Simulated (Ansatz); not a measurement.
One change: `O=CB(O)[SiH3]` becomes `OB([SiH3])O[SiH3]`.

Ansatz, PBE0-D4/def2-TZVP geometries, multiplicity 1. Each molecule was computed in one conformer, which needn't be the lowest.

```tsv
property	`O=CB(O)[SiH3]`
HOMO energy (PBE0/def2-TZVPP) / eV	-7.48
LUMO energy (B3LYP/def2-TZVPP) / eV	-2.96
HOMO–LUMO gap (PBE0/def2-TZVPP) / eV	4.75
size of the dipole moment (PBE/def2-TZVPP) / D	0.65
size of the dipole moment (B3LYP/def2-TZVPP) / D	0.83
HOMO energy (B3LYP/def2-TZVPP) / eV	-7.28
```

(1) Give the same properties after the change, and the shifts. (Best estimate.)

## Answers

(1) The calculation gave: 
```json
{"property": "HOMO energy (PBE0/def2-TZVPP) / eV", "`OB([SiH3])O[SiH3]`": "-8.21", "shift": "-0.73"}
{"property": "LUMO energy (B3LYP/def2-TZVPP) / eV", "`OB([SiH3])O[SiH3]`": "-0.48", "shift": "2.48"}
{"property": "HOMO–LUMO gap (PBE0/def2-TZVPP) / eV", "`OB([SiH3])O[SiH3]`": "7.92", "shift": "3.17"}
{"property": "size of the dipole moment (PBE/def2-TZVPP) / D", "`OB([SiH3])O[SiH3]`": "1.82", "shift": "1.17"}
{"property": "size of the dipole moment (B3LYP/def2-TZVPP) / D", "`OB([SiH3])O[SiH3]`": "1.80", "shift": "0.97"}
{"property": "HOMO energy (B3LYP/def2-TZVPP) / eV", "`OB([SiH3])O[SiH3]`": "-8.01", "shift": "-0.73"}
```

With PBE0 the HOMO falls by 0.73 eV and the LUMO rises by 2.44 eV, so the gap widens by about 3.17 eV. PBE moves the HOMO by -0.90 eV and ωB97M-V by -0.64 eV. Dipoles are sizes alone; their direction can turn.

B3LYP here is the variant with VWN-RPA as its local correlation; programs differ in this.
